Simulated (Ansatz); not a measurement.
Cost and result up the ladder for mer-FeF3(NH3)3 (FeN3F3H9) (16 atoms). The state is a sextet with charge 0. Geometry: PBE-D4/def2-SVP.

```xyz
16

F    -0.394   -1.702    0.596
F    -0.145    1.390   -1.157
F     2.096   -0.461   -0.475
Fe    0.261   -0.125   -0.149
N    -1.749    0.569    0.796
N     1.267    0.855    1.597
N     0.047   -1.209   -2.088
H    -2.126    1.135    0.026
H    -1.872    1.083    1.675
H    -2.235   -0.333    0.866
H     1.219    1.880    1.634
H     2.195    0.569    1.246
H     1.124    0.473    2.539
H    -0.314   -0.646   -2.865
H    -0.433   -2.113   -2.026
H     1.057   -1.365   -2.216
```

Ansatz on 4 threads of INTEL XEON PLATINUM 8581C on a shared host. Times are rough, and most runs start from the orbitals of an earlier one. ωB97X-V/def2-TZVP serves as the yardstick here, not as an exact answer. Differences are given only for rows in sets of like size (and for xTB, whose basis is part of the method), since another set adds its own error. Binding counts from free atoms at the same level (F doublet, Fe quintet, N quartet, H doublet; other spins of the atoms weren't run), without zero-point energy or a counterpoise term.

Correlated methods freeze 11 core orbitals; core or outer-core shells of Fe are correlated, in sets that lack core-valence functions. No other spin state of charge 0 was run. Another isomer (sextet) lies 0.09 eV lower at PBE-D4/def2-SVP; other spin states weren't run for this one.

Correlated methods converge slowly with the basis.

| level | functions | wall time | binding energy per atom (eV) | difference from ωB97X-V/def2-TZVP (eV) |
| --- | --- | --- | --- | --- |
| PBE-D4/def2-SVP | 160 | 2.1 s | 3.57 | – |
| PBE0-D4/def2-SVP | 160 | 2.8 s | 3.43 | – |
| revPBE-D4/def2-TZVP | 285 | 3.4 s | 3.43 | -0.03 |
| PBE-D4/def2-TZVP (with forces) | 285 | 3.8 s | 3.54 | 0.08 |
| r2SCAN-D4/def2-TZVP | 285 | 6 s | 3.47 | 0.01 |
| MP2/def2-TZVP | 285 | 8 s | 3.33 | -0.12 |
| PBE0-D4/def2-TZVP | 285 | 8.5 s | 3.42 | -0.04 |
| r2SCAN0-D4/def2-TZVP | 285 | 11 s | 3.37 | -0.09 |
| ωB97X-V/def2-TZVP | 285 | 13 s | 3.46 | 0.00 |
